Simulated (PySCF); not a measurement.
# How methods differ on the excitation energy of Ne⁺

Ne⁺ [He] 2s2 2p5 (2P) → Ne⁺ [He] 2s1 2p6 (2S), as a difference of total energies. Calculation: PySCF 2.14, in aug-cc-pCVTZ-DK; scalar relativity by spin-free X2C-1e. Correlated levels: valence: 1s2 frozen. The calculations carry no spin-orbit coupling.

```tsv
method	excitation energy (cm⁻¹)	error (cm⁻¹)
UHF	239900	+23115
MP2 (valence)	223080	+6291
SCS-MP2 (valence)	221910	+5124
CCSD (valence)	219470	+2681
CCSD(T) (valence)	217970	+1182
```

Reference: 216790 cm⁻¹ (measured; NIST levels, between the centres of gravity of the two terms).

Errors of the correlated levels include the incompleteness of this basis and the frozen core.
